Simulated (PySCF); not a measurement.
## Lu(NO2)3 at several levels of theory

Computed with PySCF 2.14.0 (density fitting, no spin-orbit coupling) at the geometry relaxed with B3LYP:

```xyz
10
Lu(NO2)3 (singlet in the valence; each metal's 4f electrons, 14 of them, lie in its core potential, out of spins and levels)
Lu    0.0000    0.0000    0.0000
O     2.0405    0.1675    1.0352
O     2.0405   -0.1675   -1.0352
N     2.7471    0.0000    0.0000
O    -1.1653    1.6834    1.0352
O    -0.8752    1.8509   -1.0352
N    -1.3735    2.3790    0.0000
O    -0.8752   -1.8509    1.0352
O    -1.1653   -1.6834   -1.0352
N    -1.3735   -2.3790    0.0000
```

```csv
level,basis,state,HOMO (eV),gap (eV),charge on Lu1 (e),population of f-type functions on Lu1 (polarisation alone where 4f lies in the core),dipole about the centre of mass (D),largest force component (eV/Å)
B3LYP,"Lu lcecp-1-SVP with ECP60, O def2-SVP, N def2-SVP",singlet,-8.61,4.94,1.14,0.06,0.00,0.01
B3LYP,"Lu lcecp-1-TZVP with ECP60, O def2-TZVP, N def2-TZVP",singlet,-8.65,5.02,1.52,0.08,0.00,0.18
```

In the lcecp rows the 4f levels are missing from HOMO and gap, and the state counts the valence alone.

Charges are Mulliken's, which hang on the basis. The relaxation used the grid (50, 194), these runs (75, 302) or, all-electron (x2c bases, spin-free X2C Hamiltonian), (99, 590).

**Question.** Order these levels, in the first row's basis, by the HOMO–LUMO gap they give here, smallest first.
A. PBE0
B. wB97X
C. TPSS
D. CAM-B3LYP

**Answer.** C (2.97 eV), A (5.50 eV), D (8.20 eV), B (10.34 eV).

**Question.** And their other results?

**Answer.** 
```json
{"level": "wB97X", "state": "singlet", "HOMO (eV)": "-11.43", "gap (eV)": "10.34", "charge on Lu1 (e)": "1.23", "population of f-type functions on Lu1 (polarisation alone where 4f lies in the core)": "0.06", "dipole about the centre of mass (D)": "0.00", "largest force component (eV/Å)": "0.70"}
{"level": "PBE0", "state": "singlet", "HOMO (eV)": "-8.93", "gap (eV)": "5.50", "charge on Lu1 (e)": "1.24", "population of f-type functions on Lu1 (polarisation alone where 4f lies in the core)": "0.06", "dipole about the centre of mass (D)": "0.00", "largest force component (eV/Å)": "0.73"}
{"level": "TPSS", "state": "singlet", "HOMO (eV)": "-7.30", "gap (eV)": "2.97", "charge on Lu1 (e)": "1.12", "population of f-type functions on Lu1 (polarisation alone where 4f lies in the core)": "0.06", "dipole about the centre of mass (D)": "0.00", "largest force component (eV/Å)": "0.90"}
{"level": "CAM-B3LYP", "state": "singlet", "HOMO (eV)": "-10.39", "gap (eV)": "8.20", "charge on Lu1 (e)": "1.16", "population of f-type functions on Lu1 (polarisation alone where 4f lies in the core)": "0.06", "dipole about the centre of mass (D)": "0.00", "largest force component (eV/Å)": "0.60"}
```

In the first row's basis the gap widens with exact exchange: 3.0 eV for TPSS (none); 4.9 to 5.5 eV for B3LYP, PBE0 (a fixed share); 8.2 to 10.3 eV for CAM-B3LYP, wB97X (rising or full at long range).

An lcecp potential fixes the number of 4f electrons, so in runs with it no electron can move into or out of that shell.
